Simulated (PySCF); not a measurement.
## Finite-field polarisability of In (indium, neutral)

[Kr] 4d10 5s2 5p1, 2P determinant. Computed with PySCF 2.14 in def2-TZVPPD with the def2 core potential (28 electrons) (7s5p4d2f, 56 functions), with scalar relativity through the core potential. Frozen: 4s2 4p6 4d10. Energy changes in a uniform field (μhartree):

```
axis  F (au)        HF       MP2      CCSD   CCSD(T)
   x  0.0018   -97.802   -95.888   -94.080   -94.085
   x  0.0036  -391.371  -383.703  -376.473  -376.492
   y  0.0014   -99.620   -97.531   -95.810   -95.796
   y  0.0028  -399.427  -390.965  -384.068  -384.005
   z  0.0018   -97.802   -95.888   -94.080   -94.085
   z  0.0036  -391.371  -383.703  -376.473  -376.492
```

**Question.** Derive α along x at CCSD(T) from the two fields.

**Answer.** With ΔE = −αF²/2 − γF⁴/24, α = −(16 ΔE(F) − ΔE(2F))/(6F²) = 58.07 bohr³.

**Question.** And the mean polarisability at each level?

**Answer.** HF 74.10, MP2 72.60, CCSD 71.28, CCSD(T) 71.27 bohr³. Reference: 65 ± 4 bohr³ (recommended; Schwerdtfeger and Nagle, table of static dipole polarizabilities (2023 update)).

CCSD(T) lies more than 5 % above the reference; correlation of the frozen inner shells, absent here, would lower it, and spin-orbit coupling is absent too.
